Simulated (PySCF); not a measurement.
Work out the structure from these simulated measurements.

Formula: C4H12Si2.

* UV, first state: lowest singlet excitation: 6.37 eV (195 nm, f = 0.007) [TDDFT CAM-B3LYP/def2-SVPD]
* Polarisability: 98.1 au [CAM-B3LYP/def2-SVPD]
* Dipole: 0.47 D [CAM-B3LYP/def2-SVPD]
* Triplet: lowest triplet excitation (Tamm–Dancoff): 6.07 eV [TDA CAM-B3LYP/def2-SVPD]
* 1H NMR: chemical shifts (computed TMS as zero) by class: 5.13 (1 H), 4.86 (1 H), 4.55 (1 H), 1.45 (1 H), 1.24 (3 H), 0.49 (1 H), 0.33 (3 H), 0.18 (1 H) ppm [GIAO PBE0/pcSseg-1]
* 13C NMR: chemical shifts (computed TMS as zero) by class: 14.8 (1 C), 14.0 (1 C), -4.5 (1 C), -5.3 (1 C) ppm [GIAO PBE0/pcSseg-1]
* Rotational structure: rotational constants A, B, C: 2.736, 2.039, 1.414 GHz [GFN2-xTB]

Gas-phase values; electronic properties from PySCF, density fitting. Levels stand in brackets. Isolated species at its GFN2-xTB geometry (one conformer only). NMR values are class means; diastereotopic atoms form classes of their own.

Problem. Give a SMILES that accounts for the data.

Solution. Numbering: `[CH3:1][C@@H:2]1[SiH2:3][CH2:4][Si@@H:5]1[CH3:6]`. Its formula, C4H12Si2, gives 1 degree of unsaturation: 1 ring and 0 π bonds in the structure found. 4 carbons fall into 4 classes; from least to most shielded: methyl carbon [C1] (14.8 ppm), ring sp3 carbon bound to silicon [C2] (14.0 ppm), Si-methyl carbon [C6] (-4.5 ppm), ring sp3 carbon bound to silicon [C4] (-5.3 ppm). Hydrogen classes from least to most shielded: 1 H on an SiH silicon, Si5 (5.13 ppm), 1 H on an SiH2 silicon, Si3 (4.86 ppm), 1 H on an SiH2 silicon, Si3 (4.55 ppm), 1 H on an sp3 carbon bound to silicon, C2 (1.45 ppm), 3 H on a methyl carbon, C1 (1.24 ppm), 1 H on an sp3 carbon bound to silicon, C4 (0.49 ppm), 3 H on an Si-methyl carbon, C6 (0.33 ppm), 1 H on an sp3 carbon bound to silicon, C4 (0.18 ppm). The optimised geometry has point group C1 and is an asymmetric top. Structure: `C[C@@H]1[SiH2]C[Si@@H]1C`. Computed isomers that give other values at the same levels: `C[Si@@H]1CCC[SiH2]1` (13C chemical shifts (computed TMS as zero) by class: 28.5 (1 C), 19.4 (1 C), 14.2 (1 C), -5.5 (1 C) ppm); `C=C[SiH2]CC[SiH3]` (rotational constant A: 7.381 GHz; this holds for the one conformer computed); `C=CCC[SiH2][SiH3]` (13C chemical shifts (computed TMS as zero) by class: 150.8 (1 C), 119.8 (1 C), 37.8 (1 C), 13.9 (1 C) ppm). The assignments are read from this structure; whether some other isomer fits the data as well wasn't checked. The mirror image fits equally.
